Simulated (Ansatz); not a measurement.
Relaxation of In13P13H30, a nanocrystal cut from zinc blende InP (hydrogen-capped) with RKS PBE-D4/def2-SVP.

```sh
$ ansatz run in.yaml --threads 11 --pin off --events-out ev --progress --plain --max-ram 174080MiB --backend cuda --devices 0, --max-vram 75GiB
```

```yaml
crystal:
  periodic: [false, false, false]
  atoms:
    - {symbol: In, position_ang: [-2.373040, -2.373810, -0.699950]}
    - {symbol: In, position_ang: [-2.493820, 0.886290, -3.785680]}
    - {symbol: In, position_ang: [-5.340780, 1.191290, -1.187430]}
    - {symbol: In, position_ang: [-2.374160, 0.699910, 2.375840]}
    - {symbol: In, position_ang: [-2.491970, 3.788580, -0.885050]}
    - {symbol: In, position_ang: [0.882430, -2.491820, -3.792090]}
    - {symbol: In, position_ang: [1.181660, -5.342060, -1.184780]}
    - {symbol: In, position_ang: [0.710850, -2.376630, 2.375920]}
    - {symbol: In, position_ang: [3.791340, -2.492000, -0.895870]}
    - {symbol: In, position_ang: [0.578240, 0.577110, -0.571600]}
    - {symbol: In, position_ang: [0.887130, 3.791700, 2.490160]}
    - {symbol: In, position_ang: [3.796260, 0.878440, 2.495080]}
    - {symbol: In, position_ang: [1.187200, 1.193590, 5.340530]}
    - {symbol: P, position_ang: [-3.727400, -0.626580, -2.113310]}
    - {symbol: P, position_ang: [-0.629310, -3.726420, -2.118710]}
    - {symbol: P, position_ang: [-0.824850, -0.819910, -4.931310]}
    - {symbol: P, position_ang: [-0.928820, -0.934520, 0.935680]}
    - {symbol: P, position_ang: [-0.923800, 2.126710, -2.124650]}
    - {symbol: P, position_ang: [-3.726680, 2.118610, 0.629650]}
    - {symbol: P, position_ang: [-0.628440, 2.121260, 3.723920]}
    - {symbol: P, position_ang: [-0.817160, 4.931720, 0.816100]}
    - {symbol: P, position_ang: [2.126280, -0.922740, -2.131610]}
    - {symbol: P, position_ang: [2.121910, -3.724840, 0.622430]}
    - {symbol: P, position_ang: [2.118980, -0.626880, 3.730290]}
    - {symbol: P, position_ang: [4.931580, -0.822140, 0.813630]}
    - {symbol: P, position_ang: [2.133230, 2.125630, 0.930480]}
    - {symbol: H, position_ang: [-3.464570, -3.466230, 0.088500]}
    - {symbol: H, position_ang: [-3.339330, 1.917690, -4.882850]}
    - {symbol: H, position_ang: [-6.733660, 0.502960, -0.498560]}
    - {symbol: H, position_ang: [-5.337110, 2.414670, -2.412610]}
    - {symbol: H, position_ang: [-3.466620, -0.088240, 3.469320]}
    - {symbol: H, position_ang: [-3.338800, 4.886290, -1.913600]}
    - {symbol: H, position_ang: [1.908260, -3.338610, -4.893440]}
    - {symbol: H, position_ang: [0.488520, -6.727320, -0.487040]}
    - {symbol: H, position_ang: [2.403490, -5.353030, -2.410510]}
    - {symbol: H, position_ang: [-0.076570, -3.473930, 3.465580]}
    - {symbol: H, position_ang: [4.887940, -3.337430, -1.925500]}
    - {symbol: H, position_ang: [1.910650, 4.893700, 3.339980]}
    - {symbol: H, position_ang: [4.902790, 1.901700, 3.338450]}
    - {symbol: H, position_ang: [0.496610, 0.506850, 6.733750]}
    - {symbol: H, position_ang: [2.412540, 2.417980, 5.333660]}
    - {symbol: H, position_ang: [-4.499380, -1.413000, -2.966330]}
    - {symbol: H, position_ang: [-1.419040, -4.496390, -2.968980]}
    - {symbol: H, position_ang: [-1.748820, -1.739410, -5.423830]}
    - {symbol: H, position_ang: [-0.412740, -0.405710, -6.191330]}
    - {symbol: H, position_ang: [-0.049130, 2.894010, -2.893540]}
    - {symbol: H, position_ang: [-4.496600, 2.971600, 1.416880]}
    - {symbol: H, position_ang: [-1.415910, 2.971810, 4.496050]}
    - {symbol: H, position_ang: [-1.735280, 5.431990, 1.737230]}
    - {symbol: H, position_ang: [-0.400850, 6.188080, 0.395860]}
    - {symbol: H, position_ang: [2.894200, -0.047660, -2.900470]}
    - {symbol: H, position_ang: [2.975240, -4.497760, 1.406450]}
    - {symbol: H, position_ang: [2.968020, -1.412360, 4.506670]}
    - {symbol: H, position_ang: [5.431090, -1.746130, 1.729520]}
    - {symbol: H, position_ang: [6.188080, -0.400650, 0.398270]}
    - {symbol: H, position_ang: [2.900100, 2.894040, 0.054750]}
basis:
  gaussian: {orbitals: def2-SVP, fitting: {mean_field: def2-universal-jkfit}}
hamiltonian: {xc: pbe, dispersion: d4}
scf: {lower_state_search: "off"}
output: {orbitals: {seedname: orbitals}}
relax: {f_tol: 0.03, max_steps: 70}
```

It took 46 s on 11 threads of AMD EPYC 7R13 on a shared host and a whole NVIDIA H100 80GB HBM3, peak host memory 1.4 GiB.

Positions (Å) and forces (eV/Å) at steps 1, 2, 3, 4 of 11:

```xyz
56
step=1 energy=-188426.2995 eV
In   -2.373   -2.374   -0.700    0.145    0.142    0.111
In   -2.494    0.886   -3.786    0.241   -0.138    0.176
In   -5.341    1.191   -1.187   -0.135   -0.059    0.066
In   -2.374    0.700    2.376    0.138   -0.109   -0.140
In   -2.492    3.789   -0.885    0.239   -0.179    0.144
In    0.882   -2.492   -3.792   -0.139    0.239    0.180
In    1.182   -5.342   -1.185   -0.058   -0.131    0.059
In    0.711   -2.377    2.376   -0.129    0.135   -0.140
In    3.791   -2.492   -0.896   -0.195    0.247    0.151
In    0.578    0.577   -0.572   -0.067   -0.074    0.062
In    0.887    3.792    2.490   -0.134   -0.176   -0.229
In    3.796    0.878    2.495   -0.182   -0.129   -0.238
In    1.187    1.194    5.341   -0.060   -0.055    0.123
P    -3.727   -0.627   -2.113    0.862    0.380    0.339
P    -0.629   -3.726   -2.119    0.392    0.880    0.355
P    -0.825   -0.820   -4.931    0.080    0.080    1.074
P    -0.929   -0.935    0.936    0.364    0.366   -0.362
P    -0.924    2.127   -2.125   -0.419   -0.699    0.697
P    -3.727    2.119    0.630    0.872   -0.359   -0.389
P    -0.628    2.121    3.724    0.395   -0.361   -0.866
P    -0.817    4.932    0.816    0.075   -1.078   -0.075
P     2.126   -0.923   -2.132   -0.691   -0.417    0.695
P     2.122   -3.725    0.622   -0.348    0.873   -0.389
P     2.119   -0.627    3.730   -0.346    0.388   -0.862
P     4.932   -0.822    0.814   -1.075    0.072   -0.077
P     2.133    2.126    0.930   -0.695   -0.693    0.418
H    -3.465   -3.466    0.088   -0.071   -0.070    0.033
H    -3.339    1.918   -4.883   -0.017    0.000   -0.103
H    -6.734    0.503   -0.499   -0.358   -0.206    0.206
H    -5.337    2.415   -2.413    0.068    0.165   -0.165
H    -3.467   -0.088    3.469   -0.061   -0.027    0.061
H    -3.339    4.886   -1.914   -0.020    0.108   -0.005
H     1.908   -3.339   -4.893    0.002   -0.017   -0.102
H     0.489   -6.727   -0.487   -0.212   -0.362    0.213
H     2.403   -5.353   -2.411    0.172    0.067   -0.172
H    -0.077   -3.474    3.466   -0.025   -0.060    0.061
H     4.888   -3.337   -1.925    0.113   -0.024   -0.008
H     1.911    4.894    3.340   -0.002    0.099    0.012
H     4.903    1.902    3.338    0.100    0.000    0.016
H     0.497    0.507    6.734   -0.202   -0.204    0.353
H     2.413    2.418    5.334    0.161    0.157   -0.066
H    -4.499   -1.413   -2.966   -0.535   -0.504   -0.539
H    -1.419   -4.496   -2.969   -0.515   -0.548   -0.553
H    -1.749   -1.739   -5.424   -0.622   -0.623   -0.289
H    -0.413   -0.406   -6.191    0.414    0.415   -0.863
H    -0.049    2.894   -2.894    0.542    0.478   -0.477
H    -4.497    2.972    1.417   -0.543    0.549    0.513
H    -1.416    2.972    4.496   -0.514    0.552    0.545
H    -1.735    5.432    1.737   -0.621    0.293    0.623
H    -0.401    6.188    0.396    0.420    0.865   -0.420
H     2.894   -0.048   -2.900    0.468    0.535   -0.471
H     2.975   -4.498    1.406    0.550   -0.545    0.510
H     2.968   -1.412    4.507    0.545   -0.511    0.544
H     5.431   -1.746    1.730    0.295   -0.621    0.617
H     6.188   -0.401    0.398    0.862    0.418   -0.414
H     2.900    2.894    0.055    0.476    0.473   -0.542
56
step=2 energy=-188426.7642 eV
In   -2.329   -2.329   -0.637   -0.094   -0.087   -0.142
In   -2.374    0.852   -3.770   -0.236    0.027   -0.087
In   -5.389    1.088   -1.084    0.263    0.099   -0.104
In   -2.328    0.639    2.330   -0.090    0.138    0.090
In   -2.373    3.773   -0.850   -0.234    0.088   -0.028
In    0.848   -2.373   -3.775    0.024   -0.234   -0.089
In    1.082   -5.389   -1.084    0.103    0.258   -0.101
In    0.643   -2.332    2.330    0.145   -0.085    0.089
In    3.772   -2.372   -0.859    0.099   -0.236   -0.025
In    0.607    0.605   -0.603    0.116    0.122   -0.112
In    0.853    3.774    2.374    0.024    0.089    0.231
In    3.776    0.846    2.375    0.091    0.020    0.230
In    1.087    1.092    5.386    0.101    0.094   -0.255
P    -3.629   -0.637   -2.130   -0.078    0.247    0.374
P    -0.639   -3.627   -2.133    0.252   -0.079    0.373
P    -0.905   -0.900   -5.032    0.145    0.140    0.290
P    -0.820   -0.823    0.825   -0.370   -0.372    0.371
P    -0.853    2.078   -2.076   -0.240    0.087   -0.087
P    -3.628    2.133    0.640   -0.077   -0.370   -0.254
P    -0.639    2.136    3.627    0.256   -0.371    0.071
P    -0.896    5.033    0.897    0.140   -0.296   -0.139
P     2.075   -0.853   -2.081    0.093   -0.232   -0.094
P     2.136   -3.627    0.634   -0.378   -0.077   -0.248
P     2.135   -0.639    3.632   -0.377    0.251    0.067
P     5.032   -0.902    0.894   -0.296    0.145   -0.138
P     2.082    2.078    0.857    0.085    0.081    0.234
H    -3.444   -3.444    0.119    0.090    0.090    0.052
H    -3.232    1.841   -4.916    0.063    0.020    0.053
H    -6.818    0.383   -0.379    0.158   -0.006    0.007
H    -5.307    2.336   -2.333   -0.100   -0.071    0.073
H    -3.443   -0.116    3.445    0.087   -0.053   -0.087
H    -3.232    4.920   -1.838    0.063   -0.055   -0.018
H     1.834   -3.232   -4.923    0.021    0.063    0.054
H     0.369   -6.809   -0.368   -0.004    0.158    0.002
H     2.329   -5.320   -2.335   -0.075   -0.098    0.075
H    -0.108   -3.451    3.443   -0.055    0.088   -0.087
H     4.919   -3.231   -1.848   -0.057    0.065   -0.018
H     1.836    4.924    3.233    0.023   -0.054   -0.061
H     4.931    1.828    3.231   -0.055    0.022   -0.061
H     0.381    0.387    6.814   -0.006   -0.006   -0.155
H     2.337    2.338    5.303   -0.070   -0.069    0.098
H    -4.465   -1.421   -2.969   -0.093   -0.223   -0.209
H    -1.422   -4.464   -2.972   -0.228   -0.096   -0.211
H    -1.833   -1.827   -5.571   -0.170   -0.168   -0.076
H    -0.410   -0.404   -6.268    0.106    0.106   -0.183
H     0.013    2.873   -2.871    0.245    0.146   -0.147
H    -4.463    2.973    1.423   -0.096    0.211    0.227
H    -1.422    2.976    4.463   -0.227    0.213    0.099
H    -1.820    5.580    1.823   -0.169    0.079    0.169
H    -0.396    6.265    0.395    0.107    0.185   -0.108
H     2.869    0.014   -2.878    0.144    0.243   -0.143
H     2.977   -4.465    1.413    0.212   -0.095    0.226
H     2.971   -1.421    4.472    0.212   -0.224    0.096
H     5.579   -1.831    1.816    0.076   -0.169    0.168
H     6.265   -0.400    0.396    0.185    0.107   -0.108
H     2.878    2.871   -0.010    0.146    0.146   -0.243
56
step=3 energy=-188427.0151 eV
In   -2.317   -2.317   -0.657   -0.009   -0.008    0.043
In   -2.415    0.865   -3.767    0.000    0.002   -0.024
In   -5.401    1.063   -1.059    0.017   -0.002    0.002
In   -2.315    0.658    2.318   -0.009   -0.042    0.009
In   -2.414    3.770   -0.862    0.000    0.023   -0.002
In    0.861   -2.413   -3.770    0.002    0.000   -0.024
In    1.057   -5.401   -1.059   -0.002    0.017    0.003
In    0.661   -2.318    2.316   -0.043   -0.008    0.008
In    3.769   -2.413   -0.870    0.024   -0.001   -0.001
In    0.633    0.633   -0.631    0.010    0.010   -0.009
In    0.867    3.770    2.413    0.002    0.024    0.000
In    3.772    0.860    2.414    0.024    0.002    0.000
In    1.063    1.064    5.399   -0.002   -0.003   -0.017
P    -3.654   -0.633   -2.118   -0.035    0.027    0.042
P    -0.635   -3.652   -2.120    0.028   -0.036    0.043
P    -0.869   -0.865   -4.988    0.015    0.014    0.023
P    -0.818   -0.819    0.820   -0.060   -0.059    0.059
P    -0.854    2.120   -2.118   -0.012    0.032   -0.032
P    -3.652    2.121    0.636   -0.035   -0.042   -0.028
P    -0.633    2.122    3.652    0.029   -0.043    0.035
P    -0.861    4.989    0.862    0.014   -0.024   -0.014
P     2.118   -0.853   -2.122    0.033   -0.011   -0.033
P     2.122   -3.652    0.630   -0.043   -0.036   -0.027
P     2.121   -0.635    3.654   -0.042    0.027    0.035
P     4.989   -0.866    0.860   -0.024    0.014   -0.014
P     2.123    2.118    0.856    0.031    0.031    0.011
H    -3.389   -3.390    0.203    0.021    0.022   -0.003
H    -3.243    1.872   -4.913    0.005    0.007    0.009
H    -6.715    0.262   -0.257    0.048   -0.006    0.006
H    -5.465    2.302   -2.298   -0.045   -0.019    0.020
H    -3.387   -0.200    3.392    0.021    0.002   -0.021
H    -3.243    4.916   -1.868    0.005   -0.009   -0.007
H     1.867   -3.242   -4.917    0.008    0.006    0.009
H     0.251   -6.708   -0.250   -0.006    0.047    0.005
H     2.294   -5.476   -2.299   -0.020   -0.045    0.020
H    -0.196   -3.394    3.387    0.002    0.021   -0.020
H     4.914   -3.242   -1.877   -0.009    0.006   -0.007
H     1.871    4.918    3.242    0.008   -0.009   -0.005
H     4.922    1.863    3.241   -0.010    0.008   -0.005
H     0.262    0.265    6.715   -0.006   -0.007   -0.047
H     2.304    2.303    5.461   -0.019   -0.020    0.045
H    -4.422   -1.471   -2.994   -0.019    0.015   -0.005
H    -1.473   -4.420   -2.996    0.014   -0.019   -0.006
H    -1.790   -1.785   -5.581   -0.009   -0.009   -0.035
H    -0.337   -0.332   -6.206    0.011    0.011   -0.004
H     0.029    2.918   -2.916    0.008    0.017   -0.018
H    -4.419    2.997    1.475   -0.019    0.005   -0.014
H    -1.470    2.999    4.420    0.014    0.005    0.020
H    -1.778    5.590    1.781   -0.009    0.036    0.009
H    -0.324    6.202    0.324    0.011    0.005   -0.011
H     2.914    0.031   -2.920    0.017    0.008   -0.017
H     3.000   -4.419    1.467    0.005   -0.019   -0.014
H     2.996   -1.472    4.424    0.005    0.014    0.019
H     5.588   -1.787    1.776    0.036   -0.009    0.009
H     6.204   -0.329    0.325    0.004    0.011   -0.011
H     2.921    2.915   -0.028    0.017    0.017   -0.009
56
step=4 energy=-188427.0713 eV
In   -2.307   -2.306   -0.660   -0.007   -0.007    0.002
In   -2.408    0.872   -3.774   -0.023   -0.008    0.021
In   -5.424    1.012   -1.008    0.018   -0.015    0.015
In   -2.305    0.661    2.308   -0.008   -0.002    0.008
In   -2.407    3.776   -0.869   -0.023   -0.021    0.008
In    0.869   -2.406   -3.777   -0.008   -0.024    0.021
In    1.007   -5.426   -1.009   -0.016    0.019    0.016
In    0.663   -2.308    2.306   -0.002   -0.007    0.008
In    3.775   -2.406   -0.875   -0.022   -0.024    0.009
In    0.651    0.651   -0.650    0.000   -0.001    0.000
In    0.874    3.776    2.405   -0.008   -0.021    0.023
In    3.778    0.868    2.406   -0.021   -0.008    0.023
In    1.014    1.013    5.422   -0.015   -0.015   -0.018
P    -3.651   -0.618   -2.114   -0.010    0.002   -0.006
P    -0.620   -3.650   -2.117    0.002   -0.011   -0.006
P    -0.847   -0.843   -4.996    0.009    0.009   -0.023
P    -0.806   -0.806    0.807    0.004    0.005   -0.005
P    -0.843    2.140   -2.139    0.018    0.009   -0.009
P    -3.650    2.117    0.621   -0.010    0.006   -0.002
P    -0.616    2.118    3.650    0.003    0.006    0.010
P    -0.839    4.997    0.841    0.009    0.023   -0.009
P     2.138   -0.842   -2.142    0.009    0.018   -0.009
P     2.117   -3.650    0.616    0.006   -0.011   -0.002
P     2.118   -0.620    3.650    0.006    0.002    0.010
P     4.997   -0.844    0.839    0.023    0.009   -0.009
P     2.142    2.139    0.843    0.009    0.009   -0.019
H    -3.371   -3.371    0.215    0.007    0.007   -0.001
H    -3.245    1.883   -4.909    0.001    0.007   -0.008
H    -6.633    0.133   -0.128    0.024   -0.011    0.011
H    -5.641    2.239   -2.235   -0.030   -0.001    0.002
H    -3.369   -0.212    3.374    0.007    0.000   -0.007
H    -3.245    4.911   -1.879    0.001    0.008   -0.007
H     1.879   -3.243   -4.912    0.008    0.001   -0.008
H     0.123   -6.628   -0.123   -0.011    0.023    0.011
H     2.231   -5.651   -2.236   -0.001   -0.030    0.001
H    -0.210   -3.374    3.370    0.000    0.008   -0.007
H     4.909   -3.244   -1.887    0.008    0.001   -0.008
H     1.884    4.912    3.243    0.008    0.008   -0.001
H     4.915    1.877    3.242    0.008    0.008   -0.001
H     0.135    0.136    6.633   -0.011   -0.011   -0.023
H     2.242    2.239    5.636   -0.001   -0.002    0.030
H    -4.427   -1.451   -2.990    0.006    0.012    0.001
H    -1.453   -4.425   -2.992    0.012    0.006    0.001
H    -1.746   -1.742   -5.656    0.015    0.015   -0.011
H    -0.271   -0.267   -6.176   -0.006   -0.006    0.021
H     0.030    2.945   -2.943    0.000   -0.001    0.001
H    -4.424    2.993    1.454    0.006   -0.001   -0.012
H    -1.449    2.995    4.425    0.012   -0.001   -0.006
H    -1.735    5.665    1.739    0.015    0.011   -0.015
H    -0.259    6.173    0.259   -0.006   -0.021    0.007
H     2.942    0.032   -2.946   -0.001    0.000    0.001
H     2.994   -4.425    1.448   -0.001    0.006   -0.012
H     2.993   -1.452    4.427   -0.001    0.012   -0.006
H     5.662   -1.743    1.734    0.011    0.016   -0.015
H     6.174   -0.264    0.260   -0.021   -0.006    0.006
H     2.947    2.942   -0.031   -0.001   -0.001    0.000
```

In the def2 sets In takes a core potential; there is no spin–orbit coupling. Single mean-field runs in def2-SVP are fitted with def2-universal-jkfit.
